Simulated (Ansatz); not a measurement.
Energy difference R1 → P1 + P2, each structure at its B3LYP-D3(BJ)/def2-TZVP stationary point, reached from a drawn start (curvature not checked).
R1, H4W (SMILES [WH4]) (charge 0, multiplicity 3):
```xyz
5

W      0.0000     0.0000     0.0000
H      0.9941     0.9744     0.9940
H      0.9810    -0.9932    -0.9886
H     -0.9755     1.0006    -0.9866
H     -0.9995    -0.9819     0.9813
```
P1, H3W (SMILES [WH3]) (charge 0, multiplicity 4):
```xyz
4

W     -0.0022    -0.0015    -0.3642
H      1.6472    -0.0092     0.1114
H     -0.8143     1.4313     0.1203
H     -0.8307    -1.4206     0.1327
```
P2: H atom, charge 0, multiplicity 2.

P less R. No zero-point or thermal terms; open shells are unrestricted; no spin–orbit coupling. The spin states of the d-block species are the ones drawn and need not be the lowest.

Frozen-core correlation throughout. CBS(a, b) extrapolates the correlation energy as X⁻³ and adds the Hartree–Fock energy of set b.

Programs: Ansatz (a quantum-chemistry and plane-wave program). All values are computed, each at the level named. Elements past Kr take the def2 small-core potentials, without spin–orbit coupling.

**Question.** What is the computed reaction energy (CCSD(T)/CBS(def2-TZVPP, def2-QZVPP))?

**Answer.** 71.6 kcal/mol

**Question.** What is the computed reaction energy (SCS-MP2/def2-QZVPP)?

**Answer.** 75.2 kcal/mol

**Question.** Give the reaction energy at the level CAM-B3LYP/def2-TZVPP.

**Answer.** 72.8 kcal/mol
